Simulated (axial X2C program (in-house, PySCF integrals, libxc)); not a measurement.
**CoC⁺: from the spin-free to the two-component result**

All values were computed with an axial X2C code built on PySCF integrals. Spin-free means the one-electron spin-free X2C Hamiltonian; two-component (2c) means X2C with spin–orbit coupling and atomic mean-field two-electron Coulomb and Gaunt terms, so the difference of the two also holds small scalar two-electron terms. Basis: Co dyall-cv3z [9s10p6d3f2g], C dyall-v3z [7s6p2d1f] (cores contracted in-house); Gaussian nuclei, density fitting, unrestricted open shells. Masses: Co 58.933 u, C 12.000 u.

Spin-free state: M_S = 1, Λ = 2 (beyond evenly filled blocks: σα, δ+α, δ+β, δ-α); fragments Co+ + C.

| level | Re (Å) | ωe (cm⁻¹) | De (eV) | μ (D) |
| --- | --- | --- | --- | --- |
| PBE0 | 1.601 | 840.9 | 2.950 | -1.65 |
| CCSD | 1.577 | 893.2 | 2.035 | n/a |
| CCSD(T) | 1.567 | 975.5 | 2.387 | n/a |
| TPSS | 1.602 | 905.6 | 4.101 | -1.48 |

Correlated methods: 12 electrons correlated (number of frozen shells: Co 3 s, 2 p; C 1 s), 226 virtual spin orbitals or spinors in MP2, 90 natural virtuals in coupled cluster.

Dipoles are positive if C is the positive end and refer to the centre of mass.

Two-component determinant lowest at the distance of the search:

Ω = 3 (⟨Sz⟩ = 1.00, ⟨Lz⟩ = 2.00 at HF); fragments Co+ + C.

| level | Re (Å) | ωe (cm⁻¹) | μ (D) |
| --- | --- | --- | --- |
| PBE0 | 1.601 | 839.5 | -1.65 |
| CCSD | 1.578 | 891.4 | n/a |
| CCSD(T) | 1.568 | 973.2 | n/a |
| TPSS | 1.602 | 905.4 | -1.48 |

From the two tables, how do the constants change at the CCSD(T) level (2c against spin-free)?

At the CCSD(T) level Re is unchanged within 0.001 Å and ωe falls by 2.3 cm⁻¹.

Occupations by symmetry block were frozen at the best pattern of an incomplete PBE0 search. Dissociation energies refer to the lowest single-determinant-based atoms at the same level and basis. De is not given where an atomic determinant may have missed its ground term or J level, or where the truncated virtual space spoils (T). Density functionals use the spin component along the axis (collinear). CCSD and (T) use frozen natural virtuals with an MP2 correction for the truncation; (T) itself is uncorrected, so its De runs slightly low. PBE0 can misorder states that lie within some tenths of an eV, so this need not be the ground state of the molecule. The nearest other spin-free determinant of the search, M_S = 0, Λ = 3, lies 0.45 eV up at the distance of the search. The functionals have no current-density term, which raises determinants with orbital currents, atoms included. With several unpaired electrons one determinant need not be a pure state. A state of lower Ω lies just above, and one determinant can place such states too high, so the state shown need not be the lowest. The search has Ω = 2 only 0.07 eV up. At some level and bond length an empty orbital lies below a filled one. The determinant is spin-polarised beyond a pure state at some levels (its spin-free form has ⟨S²⟩ too high), which makes Re and μ there less reliable. The T1 diagnostic is large, a sign of multireference character.
